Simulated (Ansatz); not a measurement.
Two isomers of C3H2F4: A = `F[C@H]1[C@H](F)C1(F)F`, B = `FC1(F)CC1(F)F`.

Gas-phase electronic energies from Ansatz, PBE0-D4/def2-TZVP geometries. CCSD(T)/CBS adds triple-zeta CCSD(T) − MP2 to the extrapolated MP2 energy (def2 sets, frozen cores). DFT in def2-TZVPP.

Task: Which isomer does CCSD(T)/CBS put lower? Give the gap. (An estimate is asked.)

Result: Ansatz gave: B, by 38.7 kJ/mol.

Task: Give E(B) − E(A) in kJ/mol with CCSD(T)/def2-SVP, B2PLYP, ωB97M-V, BLYP-D4, HF/def2-TZVPP, LDA (SPW92), PBE0-D4. (An estimate is asked.)

Result: The calculation gave: CCSD(T)/def2-SVP -43.5, B2PLYP -37.7, ωB97M-V -39.5, BLYP-D4 -34.7, HF/def2-TZVPP -37.5, LDA (SPW92) -44.2, PBE0-D4 -39.5. None reverses the order clearly.

Task: Does the order hold for the free energy at 298.15 K (harmonic terms from PBE0-D4)? (Estimate.)

Result: Ansatz gave: Yes: G(B) − G(A) = -38.7 kJ/mol.

Largest T1 diagnostic: 0.012.

Leaving LDA and LC-ωPBE aside and taking each functional with its dispersion term where it has one, the values, not all of them listed here, spread over 8.1 kJ/mol, from r2SCAN0-D4 to BLYP-D4. LDA lies −6.3 kJ/mol from PBE without D4. From BLYP to BHLYP (50 % exact exchange), in def2-TZVPP and without D4, E(B) − E(A) moves by −3.6 kJ/mol.
